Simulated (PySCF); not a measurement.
Simulated C 1s region for `FC(F)[SiH2]N1CCCC1`, binding energy against the vacuum level.

Every computed line was given a Gaussian of 1.0 eV full width at half maximum and an area set by the number of equivalent atoms; the highest printed point is 100. Method used: PySCF, delta-SCF UKS SCAN, pcX-2 on the ionised atom, pcseg-1 elsewhere, spin-free X2C.

binding energy (eV), intensity and a bar:
```
    289.4          1 
    289.6          2 #
    289.8          6 ##
    290.0         16 #####
    290.2         34 ##########
    290.4         57 #################
    290.6         79 ########################
    290.8         93 ############################
    291.0        100 ##############################
    291.2        100 ##############################
    291.4         95 ############################
    291.6         81 ########################
    291.8         60 ##################
    292.0         37 ###########
    292.2         18 ######
    292.4          7 ##
    292.6          2 #
    292.8          1 
    293.0          0 
    293.2          0 
    293.4          1 
    293.6          4 #
    293.8          9 ###
    294.0         18 #####
    294.2         28 ########
    294.4         36 ###########
    294.6         36 ###########
    294.8         30 #########
    295.0         20 ######
    295.2         10 ###
    295.4          4 #
    295.6          1 
    295.8          0 
    296.0          0
```

Question: How many maxima does the curve show, and how many computed lines lie under it?

Answer: The curve has 2 maxima (at 291.1 and 294.5 eV). Under it lie 3 lines from 3 inequivalent carbon sites. At this width some lines have no maximum of their own.

Question: Decompose the envelope and assign each component. Numbering: `[F:1][CH:2]([F:3])[SiH2:4][N:5]1[CH2:6][CH2:7][CH2:8][CH2:9]1`.

Answer: 
```json
{"position (eV)": "290.74", "relative area": "2", "line": "C 1s", "atoms": "C7/C8", "environment": "ring CH2 carbon"}
{"position (eV)": "291.49", "relative area": "2", "line": "C 1s", "atoms": "C6/C9", "environment": "sp3 carbon bound to nitrogen"}
{"position (eV)": "294.52", "relative area": "1", "line": "C 1s", "atoms": "C2", "environment": "CHF2 carbon"}
```

The listed C 1s values span 3.78 eV, from C7/C8 (bonded to 2 C and 2 H) to C2 (bonded to 2 F, H and Si). The widest gap between neighbouring values is 3.03 eV, between 291.49 and 294.52 eV.

The curve has no shake-up lines and no vibrational structure. One atom of each set of topologically equivalent atoms was ionised and stands for the set; in this conformer not all members are related by symmetry, and their own values weren't computed. Isolated species at its PBE0-D3(BJ)/def2-SVP geometry (one conformer only).

On one thread, Arm Neoverse V1 (aarch64), no GPU, on a shared host, this took 2.6 min and 0.68 GiB of memory at its peak.
